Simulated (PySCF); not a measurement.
Species: Ge(SH)Cl3.
InChI=1S/Cl3GeHS/c1-4(2,3)5/h5H

Level of theory: PySCF 2.14.0, density-fitted response routines, TDDFT B3LYP/def2-SVPD, vertical, gas phase, core orbitals frozen in the response. Isolated species at its PBE0-D3(BJ)/def2-SVP geometry, gas phase. The B3LYP/def2-SVPD calculation is non-relativistic and has no spin–orbit coupling, an omission that weighs most on germanium.

```tsv
state	E (eV)	E (kJ/mol)	λ (nm)	f	|μ| (D)	main configurations (H = HOMO, L = LUMO)
S1	4.54	438	272.8	0.0067	0.62	H→L (99%)
S2	5.56	536	223.1	0.0006	0.17	H-1→L (99%)
S3	5.85	565	211.8	0.022	0.99	H-2→L (49%), H-3→L (48%)
S4	5.90	570	210.0	0.020	0.94	H-4→L (94%)
S5	6.02	581	206.0	0.082	1.90	H-3→L (48%), H-2→L (45%)
S6	6.23	601	198.9	0.0053	0.47	H→L+1 (96%)
S7	6.28	606	197.4	0.017	0.83	H-5→L (86%), H-6→L (11%)
S8	6.31	608	196.6	0.024	1.00	H-6→L (83%), H-5→L (11%)
S9	6.72	649	184.4	0.014	0.73	H→L+2 (97%)
S10	7.09	684	175.0	0.038	1.18	H→L+3 (68%), H-7→L (27%)
S11	7.21	696	171.9	0.0080	0.54	H→L+4 (94%)
S12	7.56	729	164.0	0.0068	0.49	H-1→L+1 (86%), H-1→L+2 (10%)
S13	7.59	732	163.3	0.091	1.78	H-7→L (42%), H-2→L+1 (37%), H→L+3 (9%)
S14	7.75	748	159.9	0.0033	0.34	H-3→L+1 (43%), H-2→L+1 (30%)
S15	7.82	754	158.6	0.025	0.91	H-4→L+1 (44%), H-3→L+1 (19%), H-2→L+1 (12%)
```

Triplets (Tamm–Dancoff): T1 4.17 eV, H→L (97%); T2 5.22 eV, H-1→L (96%); T3 5.28 eV, H-2→L (92%); T4 5.47 eV, H-4→L (95%).

The lowest singlet lies at 4.54 eV (273 nm, ultraviolet) and is weak; its leading configuration is HOMO→LUMO (99%). The most intense listed level is S13 at 7.59 eV (163 nm, f = 0.091), 3.05 eV above S1. Löwdin shares by element: HOMO sulfur 77%, chlorine 12% or more, hydrogen 6%; LUMO chlorine 39% or more, sulfur 23%, germanium 20% (atoms not listed hold the other 18%). Orbital energies (eV): HOMO-3 -9.49, HOMO-2 -9.39, HOMO-1 -9.21, HOMO -8.20, LUMO -2.59, LUMO+1 -0.77, LUMO+2 -0.39. The oscillator strengths of these states sum to 0.362; summed over the whole spectrum of an exact calculation they would give the number of electrons, 100 (Thomas–Reiche–Kuhn). The listed states span 3.27 eV, and the widest gap between neighbours is 1.01 eV (S1 to S2). No computed singlet lies in the visible range (380 to 750 nm); the lowest, at 273 nm, stands 1.28 eV above its violet end (3.26 eV). The window holds the lowest 15 singlets.
